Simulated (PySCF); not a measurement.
## Mayer bond orders and bond lengths

Compound: C₈H₁₇NSi.
Numbering: `[SiH3:1][NH:2][C@:3]12[CH2:4][CH2:5][CH2:6][C@H:7]1[CH2:8][CH2:9][CH2:10]2` (hydrogens: H11, H12, H13 on Si1; H14 on N2; H15, H16 on C4; H17, H18 on C5; H19, H20 on C6; H21 on C7; H22, H23 on C8; H24, H25 on C9; H26, H27 on C10)

Structure used (PBE0-D3(BJ)/def2-SVP), in Å, numbered top down from 1:
```
atom  x, y, z in Å
Si1    3.324   -0.561    0.202
N2     1.699   -0.970    0.643
C3     0.506   -0.159    0.475
C4    -0.628   -0.718    1.360
C5    -1.406   -1.659    0.448
C6    -1.483   -0.857   -0.848
C7    -0.104   -0.192   -0.983
C8    -0.133    1.266   -1.456
C9    -0.187    2.077   -0.161
C10    0.785    1.329    0.743
H11    3.941    0.452    1.115
H12    4.095   -1.837    0.306
H13    3.475   -0.021   -1.193
H14    1.500   -1.965    0.672
H15   -1.293    0.104    1.675
H16   -0.223   -1.181    2.271
H17   -2.390   -1.946    0.848
H18   -0.842   -2.594    0.287
H19   -1.749   -1.465   -1.726
H20   -2.265   -0.084   -0.748
H21    0.546   -0.808   -1.621
H22   -0.967    1.479   -2.142
H23    0.799    1.507   -1.994
H24    0.071    3.138   -0.295
H25   -1.205    2.048    0.266
H26    1.816    1.581    0.437
H27    0.704    1.582    1.811
```

Bond orders from the PBE0/pcSseg-1 density (PySCF). Geometry: PBE0-D3(BJ)/def2-SVP, one conformer, isolated molecule.

**Question.** Where do the orders between heavy atoms depart from those drawn in the SMILES?

**Answer.** The largest departure is 0.103, at N2–C3 (drawn single, 0.897).

**Question.** Give the Mayer order of every bond between heavy atoms, beside its length.

**Answer.** 
| bond | drawn as | length (Å) | Mayer order |
| --- | --- | --- | --- |
| Si1–N2 | single | 1.733 | 1.010 |
| N2–C3 | single | 1.452 | 0.897 |
| C3–C4 | single | 1.543 | 0.984 |
| C4–C5 | single | 1.524 | 1.015 |
| C5–C6 | single | 1.526 | 1.040 |
| C6–C7 | single | 1.537 | 0.998 |
| C7–C8 | single | 1.533 | 1.031 |
| C8–C9 | single | 1.528 | 1.020 |
| C9–C10 | single | 1.523 | 1.022 |
| C7–C3 | single | 1.581 | 0.935 |
| C10–C3 | single | 1.537 | 1.026 |

By pair of heavy elements: C–C: lowest C7–C3 (0.935, 1.581 Å), highest C5–C6 (1.040, 1.526 Å).

**Question.** And the bonds to hydrogen?

**Answer.** H–Si: 0.90 to 0.95 (3 bonds); H–N: 0.92 (1 bond); C–H: 0.92 to 0.96 (13 bonds).

**Question.** Sum the orders of all bonds at each heavy atom with more than one neighbour and set the sums beside the valence in the SMILES.

**Answer.** Si1 3.771 (drawn 4), N2 2.830 (drawn 3), C3 3.842 (drawn 4), C4 3.895 (drawn 4), C5 3.956 (drawn 4), C6 3.932 (drawn 4), C7 3.911 (drawn 4), C8 3.947 (drawn 4), C9 3.944 (drawn 4), C10 3.926 (drawn 4). Orders between atoms that aren't bonded are not in these sums.

For a closed shell the Mayer order of atoms A and B is Σ (PS)μν (PS)νμ over the basis functions μ on A and ν on B, with P the density and S the overlap matrix.
